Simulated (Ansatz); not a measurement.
Reaction (hydrogenolysis of a C–Ga bond): `C[Si@H]1N[C@@H]1[GaH2]` + H₂ → `C[SiH]1CN1` + `[GaH3]`

Gas-phase electronic energies from Ansatz, PBE0-D4/def2-TZVP geometries. CBS: MP2 limit from def2 TZ/QZ plus the TZ coupled-cluster correction, frozen cores. This one scheme is used for every species. DFT in def2-TZVPP. B3LYP here is the variant with VWN-RPA as its local correlation; programs differ in this. For Ga outer-core shells are correlated without core-valence functions, which leaves a few kJ/mol of doubt a bond. Scalar relativity is left out up to krypton.

(1) Is it downhill or uphill in electronic energy at CCSD(T)/CBS, and by how much? (An estimate is asked.)

(2) What do these levels give: r2SCAN-D4, PBE0-D4, B3LYP-D4, PBE, PBE0, B3LYP, SCS-MP2/def2-TZVPP, CCSD(T)/def2-TZVPP, MP2/def2-QZVPP, HF/CBS(def2), MP2/CBS(def2), CCSD/CBS(def2)? (Best estimate.)

Largest T1 diagnostic among the species: 0.013.

Answers

(1) Computed: Downhill: ΔE = -0.07 eV.

(2) Computed: r2SCAN-D4 -0.12, PBE0-D4 -0.17, B3LYP-D4 -0.17, PBE -0.17, PBE0 -0.24, B3LYP -0.30, SCS-MP2/def2-TZVPP -0.13, CCSD(T)/def2-TZVPP -0.13, MP2/def2-QZVPP -0.01, HF/CBS(def2) -0.54, MP2/CBS(def2) 0.02, CCSD/CBS(def2) -0.15 eV.

From PBE to PBE0 (25 % exact exchange), in def2-TZVPP and without D4, ΔE moves by −0.07 eV. In def2-TZVPP, CCSD(T) changes the Hartree–Fock value by +0.40 eV (the triples alone add +0.08 eV) and MP2 by +0.50 eV. The D4 term adds +0.13 eV with B3LYP and +0.07 eV with PBE0; it sums over pairs of atoms, weighted by their polarisabilities, and B3LYP, whose exchange is more repulsive, gets the larger term.
